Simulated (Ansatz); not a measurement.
Species: ZnBr, net charge 0, doublet state. SMILES of the parent species: [Zn][Br]
Geometry: optimised at B3LYP-D3(BJ)/def2-TZVP (Ansatz, a program for electronic structure).

Quantity: atomisation energy, in kcal/mol. Terms: LANL2DZ with its own core potentials from Na on; no spin-orbit coupling; non-relativistic; UHF or UKS for open shells; atomisation electronic, to ground-state atoms; valence correlation only (noble-gas shells and the d and f shells of earlier blocks). First-principles rows: single points at B3LYP-D3(BJ) geometries (Ansatz). The spin state of an ion or metal species was assumed, not searched.

```csv
level,program,atomisation energy (kcal/mol)
HF/LANL2DZ,Ansatz,29.6
SVWN5/LANL2DZ,Ansatz,43.6
PBE/LANL2DZ,Ansatz,37.0
PBE/def2-SVP,Ansatz,46.2
BLYP/LANL2DZ,Ansatz,29.0
B3LYP/LANL2DZ,Ansatz,30.6
B3LYP/def2-SVP,Ansatz,39.9
PBE0/LANL2DZ,Ansatz,37.6
MP2/LANL2DZ,Ansatz,29.5
PBE/def2-TZVPD,Ansatz,43.8
wB97M-V/def2-TZVPD,Ansatz,42.0
```

No value to compare with is used here. The 9 habitual levels span 29.0 (BLYP/LANL2DZ) to 46.2 kcal/mol (PBE/def2-SVP); PBE/def2-TZVPD gives 43.8.

The levels are drawn from those run, B3LYP/6-31G* more often than the rest, none by its result; runs whose electronic state is in doubt are left out.
